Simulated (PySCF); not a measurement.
Structure from NMR data

An unknown has the formula C₈H₆O. Its calculated NMR data are:

1H NMR (500 MHz, computed): δ 7.91 (m, 2H), 7.30 (m, 2H), 6.75 (m, 2H).

13C{1H} NMR (computed): δ 126.5 (CH), 118.0 (CH), 117.8 (C), 113.1 (CH).

PySCF 2.14.0 with density-fitted response routines calculation with B3LYP/pcJ-1 coupling constants (without the spin–dipole term), σ from GIAO-KT3/pcSseg-1 and coordinates at the PBE0-D3(BJ)/def2-SVP level; non-relativistic Hamiltonian, isolated molecule, one conformer, rapidly exchanging positions averaged.

References, each an isolated molecule treated in the same way: TMS for 1H and 13C.

**Question.** What is the structure?

**Answer.** 
- The formula gives 6 degrees of unsaturation (2 rings in the answer).
- 4 carbon signals for 8 carbons: some carbons are equivalent by symmetry or fast rotation.
- Carbon types of the structure: 2 × C, 6 × CH, which accounts for all hydrogens.
- δC 126.5: aromatic CH next to the ring oxygen.
- δC 118.0, 113.1: aromatic CH.
- δC 117.8: ring-fusion aromatic carbon.
- δH 7.91: hydrogen on an aromatic CH next to the ring oxygen; aromatic region.
- δH 7.30, 6.75: hydrogen on an aromatic CH; the ring current deshields protons in the ring plane.

The compound is `c1cccc2cocc21`.

The data come from this structure; uniqueness wasn't tested.

Multiplet labels drop couplings under 1 Hz and merge nearly equal ones. Couplings among chemically equivalent protons are left out too, so labels in AA′BB′ or AA′XX′ sets are apparent multiplicities. Unscaled 3J(H,H) at this level run about 10 % above measured values. Shifts are as computed, not scaled to solution data. Of 1211 compounds with measured shifts, 218 miss one by over three times the rms of a fit or turn the order of signals round; such compounds aren't used in these exercises.
